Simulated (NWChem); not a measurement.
Everything below was run with NWChem. System: F3Sc, charge 0, spin multiplicity 1, at a geometry optimised with PBE/def2-SVP. The structure started from a generated list of species. Level: B3LYP/def2-SVP, VWN1-RPA local correlation.

Part of the output:

```
             Northwest Computational Chemistry Package (NWChem) 7.3.0
             --------------------------------------------------------

                                NWChem Input Module
                                -------------------

 Scaling coordinates for geometry "geometry" by  1.889725989
 (inverse scale =  0.529177249)

                             Geometry "geometry" -> ""
                             -------------------------

 Output coordinates in angstroms (scale by  1.889725989 to convert to a.u.)

  No.       Tag          Charge          X              Y              Z
 ---- ---------------- ---------- -------------- -------------- --------------
    1 Sc                  21.0000     0.00000000     0.00000000     0.00000700
    2 F                    9.0000     0.00000000     0.00000000     1.83248300
    3 F                    9.0000    -1.58696200     0.00000000    -0.91625000
    4 F                    9.0000     1.58696200     0.00000000    -0.91625000

 Effective nuclear repulsion energy (a.u.)     204.2508348929

            Nuclear Dipole moment (a.u.)
            ----------------------------
        X                 Y               Z
 ---------------- ---------------- ----------------
     0.0000000000     0.0000000000    -0.0000113384


 Summary of "ao basis" -> "" (spherical)
 ------------------------------------------------------------------------------
       Tag                 Description            Shells   Functions and Types
 ---------------- ------------------------------  ------  ---------------------
 *                          def2-svp                  on all atoms

                                 NWChem DFT Module
                                 -----------------

 Summary of "ao basis" -> "ao basis" (spherical)
 ------------------------------------------------------------------------------
       Tag                 Description            Shells   Functions and Types
 ---------------- ------------------------------  ------  ---------------------
 Sc                         def2-svp                11       31   5s3p2d1f
 F                          def2-svp                 6       14   3s2p1d

 Summary of "ao basis" -> "ao basis" (spherical)
 ------------------------------------------------------------------------------
       Tag                 Description            Shells   Functions and Types
 ---------------- ------------------------------  ------  ---------------------
 Sc                         def2-svp                11       31   5s3p2d1f
 F                          def2-svp                 6       14   3s2p1d

            General Information
            -------------------
          SCF calculation type: DFT
          Wavefunction type:  closed shell.
          No. of atoms     :     4
          No. of electrons :    48
           Alpha electrons :    24
            Beta electrons :    24
          Charge           :     0
          Spin multiplicity:     1
          Use of symmetry is: off; symmetry adaption is: off
          Maximum number of iterations: 100
          AO basis - number of functions:    73
                     number of shells:    29
          Convergence on energy requested:  1.00D-06
          Convergence on density requested:  1.00D-05
          Convergence on gradient requested:  5.00D-04

              XC Information
              --------------
                         B3LYP Method XC Potential
                     Hartree-Fock (Exact) Exchange  0.200
                        Slater Exchange Functional  0.800 local
                    Becke 1988 Exchange Functional  0.720 non-local
              Lee-Yang-Parr Correlation Functional  0.810
                  VWN I RPA Correlation Functional  0.190 local

             Grid Information
             ----------------
          Grid used for XC integration:  medium
          Radial quadrature: Mura-Knowles
          Angular quadrature: Lebedev.
          Tag              B.-S. Rad. Rad. Pts. Rad. Cut. Ang. Pts.
          ---              ---------- --------- --------- ---------
          Sc                  1.60      112          10.0       590
          F                   0.50       49           7.0       434
[...]
          DIIS, if invoked, will attempt to extrapolate
          using up to (NFOCK): 10 stored Fock matrices.

                    Damping( 0%)  Levelshifting(0.5)       DIIS
                  --------------- ------------------- ---------------
          dE  on:    start            ASAP                start
          dE off:    2 iters        100 iters           100 iters

      Screening Tolerance Information
      -------------------------------
          Density screening/tol_rho:  1.00D-10
          AO Gaussian exp screening on grid/accAOfunc:  14
          CD Gaussian exp screening on grid/accCDfunc:  20
          XC Gaussian exp screening on grid/accXCfunc:  20
          Schwarz screening/accCoul:  1.00D-08

      Superposition of Atomic Density Guess
      -------------------------------------

 Sum of atomic energies:       -1057.50940869

      Non-variational initial energy
      ------------------------------

 Total energy =   -1057.087425
 1-e energy   =   -1863.507203
 2-e energy   =     602.168943
 HOMO         =      -0.660262
 LUMO         =      -0.104966

------------------------------------------------------------
EAF file 0: "./mol.aoints.0" size=524288 bytes
------------------------------------------------------------
               write      read    awrite     aread      wait
               -----      ----    ------     -----      ----
     calls:        1         0         0         0         0
   data(b): 5.24e+05  0.00e+00  0.00e+00  0.00e+00
   time(s): 0.00e+00  0.00e+00  0.00e+00  0.00e+00  0.00e+00
rate(mb/s): 0.00e+00  0.00e+00
------------------------------------------------------------

   convergence    iter        energy       DeltaE   RMS-Dens  Diis-err    time
 ---------------- ----- ----------------- --------- --------- ---------  ------
 d= 0,ls=0.0,diis     1  -1059.8829536902 -1.26D+03  4.57D-02  2.10D+00     0.9
 d= 0,ls=0.0,diis     2  -1054.1088255545  5.77D+00  3.29D-02  7.60D+01     1.0
 d= 0,ls=0.0,diis     3  -1060.0873925904 -5.98D+00  3.94D-03  1.06D+00     1.1
 d= 0,ls=0.0,diis     4  -1060.1664383805 -7.90D-02  1.64D-03  5.50D-02     1.2
 d= 0,ls=0.0,diis     5  -1060.1732058491 -6.77D-03  1.23D-04  4.77D-04     1.3
  Resetting Diis
 d= 0,ls=0.0,diis     6  -1060.1732470184 -4.12D-05  1.75D-05  4.61D-06     1.5
 d= 0,ls=0.0,diis     7  -1060.1732475563 -5.38D-07  3.80D-06  3.92D-08     1.6

         Total DFT energy =    -1060.173247556281
      One electron energy =    -1867.876908967251
           Coulomb energy =      674.032358541355
    Exchange-Corr. energy =      -70.579532023250
 Nuclear repulsion energy =      204.250834892865

 Numeric. integr. density =       47.999997474206

     Total iterative time =      1.2s

                       DFT Final Molecular Orbital Analysis
                       ------------------------------------

 Vector   22  Occ=2.000000D+00  E=-3.862159D-01
              MO Center=  4.1D-04, -9.1D-10,  7.6D-02, r^2= 3.8D+00
   Bfn.  Coefficient  Atom+Function         Bfn.  Coefficient  Atom+Function
  ----- ------------  ---------------      ----- ------------  ---------------
    35      0.392576  2 F  px                51     -0.324329  3 F  pz
    65      0.325776  4 F  pz                38     -0.262427  2 F  px
     9      0.238737  1 Sc px                54      0.233461  3 F  pz
    68     -0.234358  4 F  pz                49     -0.178963  3 F  px
    63     -0.176601  4 F  px                52      0.148735  3 F  px

 Vector   23  Occ=2.000000D+00  E=-3.862129D-01
              MO Center= -3.1D-04, -1.5D-09, -6.6D-02, r^2= 3.8D+00
   Bfn.  Coefficient  Atom+Function         Bfn.  Coefficient  Atom+Function
  ----- ------------  ---------------      ----- ------------  ---------------
    37      0.364977  2 F  pz                49      0.326673  3 F  px
    63     -0.327975  4 F  px                40     -0.282589  2 F  pz
    11     -0.238671  1 Sc pz                52     -0.234966  3 F  px
    66      0.236047  4 F  px                51     -0.202574  3 F  pz
    65     -0.200275  4 F  pz                54      0.125755  3 F  pz

 Vector   24  Occ=2.000000D+00  E=-3.833386D-01
              MO Center= -1.3D-04, -2.3D-10, -1.3D-02, r^2= 3.7D+00
   Bfn.  Coefficient  Atom+Function         Bfn.  Coefficient  Atom+Function
  ----- ------------  ---------------      ----- ------------  ---------------
    35      0.381303  2 F  px                51      0.334577  3 F  pz
    65     -0.334548  4 F  pz                38     -0.269038  2 F  px
    54     -0.236021  3 F  pz                68      0.236003  4 F  pz
    49     -0.191006  3 F  px                63     -0.190964  4 F  px
    52      0.134580  3 F  px                66      0.134550  4 F  px

 Vector   25  Occ=0.000000D+00  E=-1.023356D-01
              MO Center=  1.0D-07, -4.6D-08,  1.9D-05, r^2= 2.6D+00
   Bfn.  Coefficient  Atom+Function         Bfn.  Coefficient  Atom+Function
  ----- ------------  ---------------      ----- ------------  ---------------
     4      0.600857  1 Sc s                 19     -0.486615  1 Sc d  2
     3     -0.345919  1 Sc s                 24     -0.294306  1 Sc d  2
    17     -0.280958  1 Sc d  0              22     -0.169915  1 Sc d  0
     5      0.122627  1 Sc s                  2      0.068936  1 Sc s
    40     -0.057570  2 F  pz                52      0.049863  3 F  px

 Vector   26  Occ=0.000000D+00  E=-5.165472D-02
              MO Center=  9.8D-04, -5.7D-09,  5.3D-02, r^2= 1.2D+00
   Bfn.  Coefficient  Atom+Function         Bfn.  Coefficient  Atom+Function
  ----- ------------  ---------------      ----- ------------  ---------------
    16      0.797765  1 Sc d -1              21      0.359732  1 Sc d -1
    36      0.198520  2 F  py                39     -0.175642  2 F  py
    64     -0.100855  4 F  py                50     -0.097670  3 F  py
    67      0.089235  4 F  py                53      0.086417  3 F  py

 Vector   27  Occ=0.000000D+00  E=-5.165236D-02
              MO Center= -9.8D-04,  8.1D-09, -5.3D-02, r^2= 1.2D+00
   Bfn.  Coefficient  Atom+Function         Bfn.  Coefficient  Atom+Function
  ----- ------------  ---------------      ----- ------------  ---------------
    15      0.797763  1 Sc d -2              20      0.359725  1 Sc d -2
    50     -0.172850  3 F  py                64      0.171012  4 F  py
    53      0.152936  3 F  py                67     -0.151309  4 F  py

 center of mass
 --------------
 x =   0.00000000 y =   0.00000000 z =  -0.00000015

 moments of inertia (a.u.)
 ------------------
         341.734285277434           0.000000000000           0.000000000000
           0.000000000000         683.460070213519           0.000000000000
           0.000000000000           0.000000000000         341.725784936084

     Multipole analysis of the density
     ---------------------------------

     L   x y z        total         alpha         beta         nuclear
     -   - - -        -----         -----         ----         -------
     0   0 0 0     -0.000000    -24.000000    -24.000000     48.000000

     1   1 0 0     -0.000003     -0.000002     -0.000002      0.000000
     1   0 1 0      0.000000      0.000000      0.000000      0.000000
     1   0 0 1     -0.000284     -0.000136     -0.000136     -0.000011

     2   2 0 0    -27.851222    -94.867482    -94.867482    161.883741
     2   1 1 0      0.000000      0.000000      0.000000      0.000000
     2   1 0 1      0.000006      0.000003      0.000003      0.000000
     2   0 2 0    -18.395859     -9.197929     -9.197929      0.000000
     2   0 1 1     -0.000000     -0.000000     -0.000000      0.000000
     2   0 0 2    -27.852656    -94.870212    -94.870212    161.887768

 Task  times  cpu:        1.6s     wall:        1.6s

 Total times  cpu:        1.6s     wall:        1.6s
```

Task: Write an NWChem input that would produce this output.

Result: Several could match; the one computed here: 
```
start mol
memory heap 200 mb stack 900 mb global 1100 mb
geometry units angstroms nocenter noautoz noautosym
  Sc     0.000000     0.000000     0.000007
  F      0.000000     0.000000     1.832483
  F     -1.586962     0.000000    -0.916250
  F      1.586962     0.000000    -0.916250
end
basis spherical
  * library def2-svp
end
dft
  xc b3lyp
  semidirect memsize 60000000 filesize 0
  iterations 100
end
task dft energy
```
